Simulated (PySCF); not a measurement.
## Correlation energy of Ge (germanium, neutral)

[Ar] 3d10 4s1 4p2 5s1, high-spin 5P determinant (an excited configuration). Computed with PySCF 2.14 in aug-cc-pVQZ-PP with one added diffuse shell each of s, p, d, f, g type with ECP10MDF (8s7p6d4f3g, 114 functions), with a scalar-relativistic core potential. Frozen: 3s2 3p6 3d10; 4 electrons correlated.

MP2 pair energies summed by pair of shells (mhartree):

```
 pair  energy  share (%)
4p-4p   -5.17       36.5
4p-5s   -4.40       31.0
4s-4p   -3.80       26.8
4s-5s   -0.79        5.6
```

Total MP2 correlation energy: -14.17 mhartree.

Same-spin part -14.17 and opposite-spin part 0.00 mhartree; SCS-MP2 scales them by 1/3 and 6/5 to -4.72 mhartree.
